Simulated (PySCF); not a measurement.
CH₂InNO₃, SMILES O=C=[N][In]([OH])[OH].

The structure is a stationary point at B3LYP-D3(BJ)/def2-SVP. The structure was generated by enumeration; whether it is a known compound was not checked. The def2 effective core potentials stand for the cores of In; spin–orbit coupling is left out. Other conformers were not sampled.

Two levels are set side by side: PBE/def2-TZVP (PySCF) and HF/def2-TZVP (PySCF). Same geometry, gas phase. Differences are taken from unrounded values.

| quantity | HF | PBE | PBE minus HF |
|---|---|---|---|
| orbital gap (eV) | 12.92 | 3.77 | -9.15 |
| highest occupied level (eV) | -12.01 | -7.09 | 4.92 |
| lowest empty level (eV) | 0.91 | -3.32 | -4.23 |
| dipole moment (D) | 0.50 | 0.66 | 0.16 |
| mean polarisability (bohr³) | 50.5 | 63.3 | 12.8 |

PBE's occupied levels lie high since its potential decays too fast outside the molecule; exact exchange lowers them and widens the gap. Loosely held outer electrons make PBE densities more polarisable. Differences between two approximate levels are no errors against the true value.

Rough cost on one machine, each run with all the roots and properties that it gave: HF against PBE about 1/2.
